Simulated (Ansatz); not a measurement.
System: MoH$_{6}$, charge -1, multiplicity 2. The spin state was set by rule; other spins were not relaxed. 
Coordinates optimised at B3LYP-D3(BJ)/def2-TZVP (Ansatz, an electronic-structure program):
```xyz
7

Mo     0.0163     0.0303    -0.0075
H      0.6432     0.6694     1.4870
H     -1.1716    -0.4422     1.1153
H      0.4476    -1.3819     0.8379
H      0.8644    -1.1213    -0.9408
H      0.1219     0.7007    -1.6625
H     -1.5897     0.3029    -0.5204
```
Charge -1, spin multiplicity 2.

Total electronic energies in hartree. Valence correlation only, unless marked. UHF or UKS for open shells. Spin-orbit coupling is left out. Frozen are the shells of the preceding noble gas and the d and f shells that filled before the atom's block. Past Kr the def2 sets carry scalar-relativistic core potentials. Basis-set limits of correlation are two-point, X^-3; Hartree-Fock from the larger set. The bracket is a focal-point correction in the basis named.

```json
[
 {"level": "HF/def2-QZVPP", "program": "Ansatz", "energy (Eh)": "-70.88607"},
 {"level": "HF/def2-QZVPPD", "program": "Ansatz", "energy (Eh)": "-70.88620"},
 {"level": "PBE-D4/def2-TZVPD", "program": "Ansatz + dftd4", "energy (Eh)": "-71.75770"},
 {"level": "BLYP-D3(BJ)/def2-TZVPD", "program": "Ansatz + dftd3", "energy (Eh)": "-71.70490"},
 {"level": "r2SCAN/def2-TZVPD", "program": "Ansatz", "energy (Eh)": "-71.76550"},
 {"level": "PBE0-D3(BJ)/def2-TZVP", "program": "Ansatz + dftd3", "energy (Eh)": "-71.70770"},
 {"level": "PBE0/def2-QZVPP", "program": "Ansatz", "energy (Eh)": "-71.71396"},
 {"level": "LC-wPBE-D4/def2-TZVPD", "program": "Ansatz + dftd4", "energy (Eh)": "-71.75694"},
 {"level": "wB97X-V/def2-TZVPD", "program": "Ansatz", "energy (Eh)": "-71.67910"},
 {"level": "B2GP-PLYP/def2-TZVPD", "program": "Ansatz", "energy (Eh)": "-71.46326"},
 {"level": "B2PLYP-D3(BJ)/def2-TZVPD", "program": "Ansatz + dftd3", "energy (Eh)": "-71.52107"},
 {"level": "B2PLYP-D4/def2-TZVPD", "program": "Ansatz + dftd4", "energy (Eh)": "-71.52376"},
 {"level": "MP2/def2-SVPD", "program": "Ansatz", "energy (Eh)": "-71.13406"},
 {"level": "RI-MP2/CBS(def2-TZVPPD,def2-QZVPPD)+[CCSD(T)-MP2]/def2-SVPD", "program": "Ansatz", "energy (Eh)": "-71.2902"},
 {"level": "RI-MP2/CBS(def2-TZVPPD,def2-QZVPPD)+[CCSD(T)-MP2]/def2-TZVPPD", "program": "Ansatz", "energy (Eh)": "-71.2866"}
]
```

Totals of different functionals don't rank their quality; only differences between species are comparable.
